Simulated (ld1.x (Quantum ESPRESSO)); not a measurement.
## Which change was made? (H, ultrasoft)

* Element: H (Z = 1)
* Generator: ld1.x (Quantum ESPRESSO) 7.5
* Type: ultrasoft
* Functional: PBE
* Relativity: scalar-relativistic
* Frozen core: none
* Valence charge: 1
* Reference configuration: 1s1
* Partial waves: 1s (bound): rcut 0.60, rcutus 0.75 bohr; 1s channel at 1.1 Ry: rcut 0.60, rcutus 0.75 bohr; 2p channel at 0.45 Ry: rcut 0.55, rcutus 0.70 bohr; 2p channel at 2.45 Ry: rcut 0.55, rcutus 0.70 bohr
* Local potential: all-electron potential smoothed inside 0.65 bohr (lloc = -2)
* Core correction: none
* Augmentation charge: built from norm-conserving waves at rcut, not smoothed further

Cutoffs, loose and tight: the cutoffs (Ry, on a coarse ladder) from which the occupation-weighted sum of valence levels, in a spherical-Bessel basis at the reference potential, stays within 10 and 1 mRy of its value at 400 Ry. They do not see the model core or the augmentation charge, which bear on the density cutoff. Test errors are all-electron minus pseudo excitation energies from the reference, over the configurations 1s0.5; variants that change the core or the reference have their own tests.

The base gives: outcome: generated; cutoff, loose: 30 Ry; cutoff, tight: 55 Ry; bound ghosts: none.

(1) After one change the result is: outcome: generated; cutoff, loose: 35 Ry; cutoff, tight: 70 Ry; bound ghosts: none. Which change was it?
A. type TM; waves now 1s (bound): rc 0.75 bohr; 2p channel at 0.45 Ry: rc 0.70 bohr; local potential all-electron potential smoothed inside 0.60 bohr (lloc = -2)
B. functional PBEsol
C. waves 1s (bound): rcut 0.60, rcutus 1.08 bohr; 1s channel at 1.1 Ry: rcut 0.60, rcutus 1.08 bohr

Results:

(1) A. The others give: waves 1s (bound): rcut 0.60, rcutus 1.08 bohr; 1s channel at 1.1 Ry: rcut 0.60, rcutus 1.08 bohr → outcome: generated; cutoff, loose: 18 Ry; cutoff, tight: 30 Ry; bound ghosts: none | functional PBEsol → outcome: generated; cutoff, loose: 25 Ry; cutoff, tight: 55 Ry; bound ghosts: none.
